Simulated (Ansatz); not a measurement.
`C[S][Mg][Cl]`: the same geometry under several functionals.

```yaml
crystal:
  periodic: [false, false, false]
  atoms:
    - {symbol: C, position_ang: [-0.435328, 1.155438, -0.091971]}
    - {symbol: S, position_ang: [0.620326, 0.326386, 1.148831]}
    - {symbol: Mg, position_ang: [0.822532, -1.790114, 0.339709]}
    - {symbol: Cl, position_ang: [1.006461, -3.814741, -0.449246]}
    - {symbol: H, position_ang: [-1.418742, 0.692172, -0.165209]}
    - {symbol: H, position_ang: [-0.568075, 2.182618, 0.247050]}
    - {symbol: H, position_ang: [0.033927, 1.180140, -1.074963]}
basis:
  gaussian: {orbitals: def2-TZVPP}
hamiltonian: {xc: {name: r2SCANh}, dispersion: d4}
output: {orbitals: {seedname: orbitals}}
```

```sh
$ ansatz run in.yaml --threads 2 --pin off --events-out ev --progress --plain
```

Output, abridged:

```
Functional definition: r2SCANh
  name "r2SCANh"
  cite "Bursch, Neugebauer, Ehlert & Grimme, J. Chem. Phys. 156, 134105 (2022) doi:10.1063/5.0086040"
  cite "Furness, Kaplan, Ning, Perdew & Sun, J. Phys. Chem. Lett. 11, 8208 (2020) doi:10.1021/acs.jpclett.0c02405"
  cite "Furness, Kaplan, Ning, Perdew & Sun, J. Phys. Chem. Lett. 11, 9248 (2020) doi:10.1021/acs.jpclett.0c03077"
  parent r2scan
  parameter a = 0.1
  parameter k0 = 0.174
  parameter k1 = 0.065
  parameter a1 = 4.9479
  exchange = (1 - a)*r2scan_x(k0 = k0, k1 = k1, a1 = a1) + a*exact_x
  correlation = r2scan_c
1223 factors; their error is unknown
mean field evaluation 1: about -29883.5789 eV, gradient 4.9e1 eV
mean field evaluation 2: about -29878.0230 eV, gradient 6.5e1 eV
mean field evaluation 4: about -29889.5606 eV, gradient 2.1e0 eV
mean field evaluation 8: about -29889.5696 eV, gradient 6.4e-2 eV
mean field evaluation 16: about -29889.5773 eV, gradient 1.0e-4 eV
mean field -29889.57730207 eV, -1098.4217059680 hartree, gradient 1.2e-5 eV, S^2 0.000000; 0 other end points of the search recorded, 0 dependent functions left out
reference -29889.57731360 eV, -1098.4217063915 hartree; 27, 27 occupied and 162, 162 virtual orbitals, 1223 factors
Total energy: -29889.61249826 eV, -1098.4229994042 hartree
```

Run time 11 s (2 threads of a server CPU on a shared host); peak host memory 0.44 GiB.

The same input with `hamiltonian: {xc: pbe0, dispersion: d4}` (abridged; 5.5 s):

```
Functional definition: PBE0
mean field -29880.56992965 eV, -1098.0906911370 hartree, gradient 7.9e-5 eV, S^2 0.000000
Total energy: -29880.68309492 eV, -1098.0948498839 hartree
```

The same input with `hamiltonian: {xc: {name: PBE-QIDH}}` (abridged; 9 s):

```
Functional definition: PBE-QIDH
mean field evaluation 16: about -29867.5200 eV, gradient 1.2e-4 eV
mean field -29867.51996287 eV, -1097.6111137034 hartree, gradient 5.3e-6 eV, S^2 0.000000
12 core orbitals not correlated: weight in the atoms' cores, before any rotation towards them, 1.000 or more for the frozen orbitals, at most 0.000 for the correlated occupied ones
second order -22.24567846 eV of doubles, -0.00000000 eV of singles
Total energy: -29874.93520197 eV, -1097.8836187142 hartree
```

Changing it to `hamiltonian: {xc: pbe, dispersion: d4}` and forces (abridged; 4.5 s):

```
Functional definition: PBE
mean field evaluation 16: about -29877.9182 eV, gradient 3.8e-4 eV
mean field -29877.91815395 eV, -1097.9932401773 hartree, gradient 2.4e-5 eV, S^2 0.000000
Total energy: -29878.05079251 eV, -1097.9981145547 hartree
Atom 0 force    -0.034622    -0.010781    -0.061105 eV/Å
Atom 1 force     0.165746     0.011541     0.270643 eV/Å
Atom 2 force    -0.003527     0.018680     0.004325 eV/Å
Atom 3 force     0.015813    -0.161007    -0.060861 eV/Å
Atom 4 force    -0.199074    -0.081684    -0.024223 eV/Å
Atom 5 force    -0.026087     0.210633     0.071307 eV/Å
Atom 6 force     0.081751     0.012618    -0.200086 eV/Å
Dipole moment:    -0.166101     0.305892    -0.101498 e Å
```

The same input with `hamiltonian: {xc: hse06, dispersion: d4}` (abridged; 6.5 s):

```
Functional definition: HSE06
mean field evaluation 16: about -29879.9438 eV, gradient 4.6e-5 eV
mean field -29879.94380545 eV, -1098.0676814969 hartree, gradient 4.6e-5 eV, S^2 0.000000
Total energy: -29880.05054800 eV, -1098.0716042135 hartree
```

Changing it to `hamiltonian: {xc: {name: B97M-V}}` (abridged; 18 s):

```
Functional definition: B97M-V
mean field evaluation 16: about -29885.5212 eV, gradient 1.8e-5 eV
mean field -29885.52124123 eV, -1098.2726484814 hartree, gradient 2.3e-5 eV, S^2 0.000000
Total energy: -29885.52130265 eV, -1098.2726507385 hartree
```

HSE06 is the plane-wave form, built on full-range PBE exchange.
